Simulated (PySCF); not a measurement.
The vertical singlet excitations below were computed for one of the candidates. Computed with TDDFT wB97X-D/def2-SVPD, vertical, gas phase, core orbitals frozen in the response (PySCF). Geometries: GFN2-xTB, one conformer each.

```json
{"state": "S1", "ν̃ (cm⁻¹)": "48510", "f": "0.010", "main configurations (H = HOMO, L = LUMO)": "H→L (95%)"}
{"state": "S2", "ν̃ (cm⁻¹)": "53230", "f": "0.0022", "main configurations (H = HOMO, L = LUMO)": "H→L+1 (66%), H→L+2 (21%)"}
{"state": "S3", "ν̃ (cm⁻¹)": "60020", "f": "0.017", "main configurations (H = HOMO, L = LUMO)": "H-1→L (32%), H→L+2 (19%), H→L+4 (14%)"}
{"state": "S4", "ν̃ (cm⁻¹)": "60620", "f": "0.027", "main configurations (H = HOMO, L = LUMO)": "H-1→L (27%), H→L+3 (21%), H→L+4 (16%)"}
{"state": "S5", "ν̃ (cm⁻¹)": "60880", "f": "0.031", "main configurations (H = HOMO, L = LUMO)": "H→L+5 (53%), H-1→L (23%)"}
{"state": "S6", "ν̃ (cm⁻¹)": "62440", "f": "0.0065", "main configurations (H = HOMO, L = LUMO)": "H→L+2 (38%), H→L+4 (18%), H→L+6 (16%)"}
{"state": "S7", "ν̃ (cm⁻¹)": "64400", "f": "0.0028", "main configurations (H = HOMO, L = LUMO)": "H-1→L+1 (59%), H→L+4 (9%)"}
{"state": "S8", "ν̃ (cm⁻¹)": "64760", "f": "0.0059", "main configurations (H = HOMO, L = LUMO)": "H→L+4 (34%), H→L+6 (19%), H→L+3 (12%)"}
```

Question: Which candidate is it? All have the formula C4H10FNSi.
A. `C[C@@]1(F)CCN[SiH2]1`
B. `N[Si@H](CF)C1CC1`
C. `C1C[Si](CC1)(F)N`

Answer: A. Its S1, at 6.01 eV, is the lowest among the candidates; the nearest of the others has S1 at 6.80 eV. S1 is HOMO→LUMO (95%). Löwdin shares by element: HOMO nitrogen 55%, carbon 12% or more, silicon 10%, hydrogen 6% or more (atoms not listed hold the other 18%); LUMO silicon 38%, hydrogen 32% or more (atoms not listed hold the other 29%). At the same level the other candidates give, for their lowest levels:
- `N[Si]1(F)CCCC1`: 6.80 eV (f 0.057); 7.21 eV (f 0.001); 7.74 eV (f 0.007); 8.22 eV (f 0.003); 8.46 eV (f 0.006); T1 6.54 eV; HOMO -9.10, LUMO 2.07 eV
- `N[Si@H](CF)C1CC1`: 6.81 eV (f 0.025); 7.55 eV (f 0.005); 7.87 eV (f 0.051); 8.02 eV (f 0.018); 8.12 eV (f 0.049); T1 6.51 eV; HOMO -9.37, LUMO 2.08 eV
Triplets come from the Tamm–Dancoff approximation.
